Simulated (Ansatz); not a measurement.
Ansatz (a first-principles code) job for TiI₄, SMILES [I][Ti]([I])([I])[I], multiplicity 1, ωB97X-V/def2-SVPD. Geometry: PBE0-D3(BJ)/def2-SVP. The spin state was assumed, not searched. The isomer is the one that the SMILES or the coordinates give; other isomers of the formula were not compared. The def2 effective core potentials stand for the cores of I; spin–orbit coupling is left out.

Ansatz 0.2 input:
```yaml
crystal:
  periodic: [false, false, false]
  atoms:
    - {symbol: Ti, position_ang: [0.00000000, 0.00000000, 0.00000000]}
    - {symbol: I, position_ang: [1.45679690, 1.45679690, -1.45679690]}
    - {symbol: I, position_ang: [-1.45679690, 1.45679690, 1.45679690]}
    - {symbol: I, position_ang: [-1.45679690, -1.45679690, -1.45679690]}
    - {symbol: I, position_ang: [1.45679690, -1.45679690, 1.45679690]}
basis:
  gaussian:
    orbitals: def2-SVPD
hamiltonian:
  xc: {name: wB97X-V}
```

It prints:

```
WARN ansatz: RAYON_NUM_THREADS=1 ignored (pool sized by the plan → 1); use --threads N
Functional definition: wB97X-V
integrals: 0.33 GiB planned
2126 factors; integrals over basis functions are off by at most 1.6e-4 eV
integrals: 0.54 GiB planned
591 factors; integrals over basis functions are off by at most 2.9e-5 eV
mean field: 2.10 GiB planned
mean field evaluation 1: about -55510.1665 eV, gradient 4.2e1 eV
mean field evaluation 2: about -55297.4030 eV, gradient 3.7e2 eV
mean field evaluation 4: about -55515.8557 eV, gradient 2.0e1 eV
mean field evaluation 8: about -55516.7876 eV, gradient 9.4e-1 eV
mean field evaluation 16: about -55516.7908 eV, gradient 2.5e-4 eV
mean field -55516.79075685 eV, -2040.2044296819 hartree, gradient 1.7e-5 eV, S^2 0.000000; 0 other end points of the search recorded, 0 dependent functions left out
reference -55516.79075239 eV, -2040.2044295179 hartree; 61, 61 occupied and 113, 113 virtual orbitals, 2126 factors
Total energy: -55516.79075239 eV, -2040.2044295179 hartree
```

The calculation finished and met its thresholds.
